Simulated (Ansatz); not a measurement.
A nudged elastic band was laid between two geometries of ClH + H6O2Si2 (12 atoms, charge 0, multiplicity 1).

Level of theory: RKS revPBE-D4/def2-SVP in Ansatz.

```json
{
 "movable images": "5",
 "climbing image": "yes",
 "spring": "5.0 eV/Å²",
 "optimiser": "quadratic models (default)",
 "start path": "through a guess of the saddle point",
 "force threshold": "0.05 eV/Å",
 "iteration limit": "60",
 "end points": "relaxed"
}
```

Image 0:

```xyz
12
Properties=species:S:1:pos:R:3
Si -0.410 -0.506 0.636
O 0.975 -1.240 -0.030
O -1.116 0.518 -0.475
Si -0.820 1.956 -1.306
H 0.120 0.246 1.815
H -1.439 -1.536 0.981
H 1.889 -2.048 1.329
Cl 2.223 -2.641 2.458
H 0.804 -1.885 -0.741
H -0.131 2.947 -0.407
H 0.047 1.684 -2.505
H -2.142 2.505 -1.755
```

Image 6:

```xyz
12
Properties=species:S:1:pos:R:3
Si -0.837 -0.871 1.170
O 1.833 -0.119 -0.235
O -1.198 0.245 0.011
Si -0.528 1.295 -1.142
H 0.159 -0.386 2.180
H -2.115 -1.282 1.829
H 2.239 -0.036 0.648
Cl -0.048 -2.638 0.327
H 1.696 -1.084 -0.322
H 0.416 2.278 -0.515
H 0.095 0.541 -2.277
H -1.713 2.056 -1.674
```

Task: Which bonds break or form, and what moves?

Result: Bonds broken: Si1–O2, H7–Cl8. Bonds formed: Si1–Cl8, O2–H7. ClH + H6O2Si2 becomes ClH5OSi2 + H2O.

Task: What energy profile does the band end with?

Result: It converged. The highest image is number 3 of 0 to 6, 0.66 eV above the first end and 0.80 eV above the last; the last end lies 0.14 eV below the first. A vibrational analysis at the climbing image gives one clearly imaginary mode, 157i cm⁻¹: a first-order saddle point. The orbitals stay closed-shell, which can raise the energy where a bond breaks towards radicals; this wasn't checked here.

```
image  path coordinate (Å)  energy (eV)  Si1–O2 (Å)  H7–Cl8 (Å)  Si1–Cl8 (Å)
    0                 0.00         0.00        1.70        1.32         3.85
    1                 0.69         0.02        1.71        1.32         3.51
    2                 1.38         0.26        1.75        1.38         2.97
    3                 2.07         0.66        1.90        1.80         2.50
    4                 3.72         0.34        2.99        2.19         2.14
    5                 5.37        -0.07        3.25        2.69         2.11
    6                 7.02        -0.14        3.11        3.48         2.11
```

Task: What is the geometry of the highest image?

Result: 
```xyz
12
Properties=species:S:1:pos:R:3
Si -0.214 -0.569 0.981
O 1.168 -1.171 -0.179
O -0.961 0.262 -0.310
Si -0.716 1.688 -1.160
H 0.254 0.523 1.878
H -1.287 -1.550 1.288
H 1.562 -1.867 0.523
Cl 1.270 -2.105 2.285
H 0.851 -1.565 -1.019
H -0.090 2.740 -0.280
H 0.201 1.437 -2.331
H -2.038 2.178 -1.675
```

Task: What are the harmonic wavenumbers there?

Result: 157i, 45, 68, 71, 173, 240, 372, 412, 464, 513, 573, 703, 710, 727, 794, 858, 859, 916, 923, 956, 1011, 1025, 1271, 2145, 2153, 2186, 2214, 2262, 2359, 3659 cm⁻¹.

The band took 26 iterations and roughly 3 core-minutes.

Time of the run: 100 s on 2 threads of AMD EPYC 9R45 96-Core Processor (Zen 5), with other jobs on the host, peak memory 0.17 GiB.
